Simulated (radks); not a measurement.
Sr, configuration [Kr] 5s2 (the NIST ground configuration). Calculated with a radial shooting solver on a logarithmic mesh with Libxc functionals: non-relativistic Kohn-Sham, exchange-only PBE, spin-polarised, spherical densities, point nucleus; relativity is left out, which matters for an element this heavy.

Unscreened Slater integrals over Kohn-Sham orbitals (eV). They are taken over the spin-up orbitals.

\begin{tabular}{lr}
integral & value \\ \hline
F0(5s,5s) & 5.4523 \\
F0(5s,4p) & 6.9761 \\
G1(5s,4p) & 0.44287 \\
F0(5s,4s) & 7.0514 \\
G0(5s,4s) & 0.26514 \\
F0(5s,3d) & 7.4032 \\
G2(5s,3d) & 0.12808 \\
F0(4p,4p) & 15.538 \\
F2(4p,4p) & 8.1270 \\
F0(4p,4s) & 16.502 \\
G1(4p,4s) & 11.118 \\
F0(4p,3d) & 20.290 \\
F2(4p,3d) & 4.3156 \\
G1(4p,3d) & 1.3884 \\
G3(4p,3d) & 1.3138 \\
F0(4s,4s) & 17.683 \\
F0(4s,3d) & 22.639 \\
G2(4s,3d) & 1.7879 \\
F0(3d,3d) & 50.036 \\
F2(3d,3d) & 24.324 \\
F4(3d,3d) & 15.382 \\
\end{tabular}
